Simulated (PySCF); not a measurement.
# Working out the excitation energy of O

O [He] 2s2 2p4 (3P) → O [He] 2s1 2p5 (3P). All numbers are calculated (PySCF 2.14, the non-relativistic Hamiltonian (point nucleus), in aug-cc-pwCVDZ (5s4p2d, 27 functions)). Frozen: 1s2. Energies in hartree (1 hartree = 27.21139 eV):

| part | O (lower) | O (upper) |
| --- | --- | --- |
| UHF | -74.796697 | -74.174054 |
| CCSD correlation | -0.132790 | -0.182694 |
| (T) | -0.001979 | -0.013528 |

Problem. What does Hartree-Fock give?

Solution. (-74.174054) − (-74.796697) = 0.622643 hartree = 16.943 eV.

Problem. What do CCSD and CCSD(T) give?

Solution. The CCSD correlation energies differ by -0.049904 hartree = -1.358 eV and the triples by -0.011549 hartree = -0.314 eV, so CCSD gives 15.585 eV and CCSD(T) 15.271 eV.

The upper state lies above the first ionisation limit, where it may autoionise and the basis confines it.

A double-zeta basis recovers only part of the correlation energy.

The coupled-cluster amplitudes are large, so a single reference is strained.
